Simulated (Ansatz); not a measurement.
**Question.** Name a neutral molecule of Al, C, F, O and H with HOMO–LUMO gap (PBE/def2-TZVPP) between 3.60 and 3.90 eV and HOMO energy (ωB97M-V/def2-TZVPP) between -9.35 and -9.05 eV (Ansatz, PBE0-D4/def2-TZVP geometry).

**Answer.** `CO/C(F)=[CH]/[AlH2]` (3.75 eV, -9.08 eV); `CO[CH2][AlH][F]` (3.80 eV, -9.26 eV). Other molecules can fit too; these were computed, each in one conformer that needn't be the lowest.
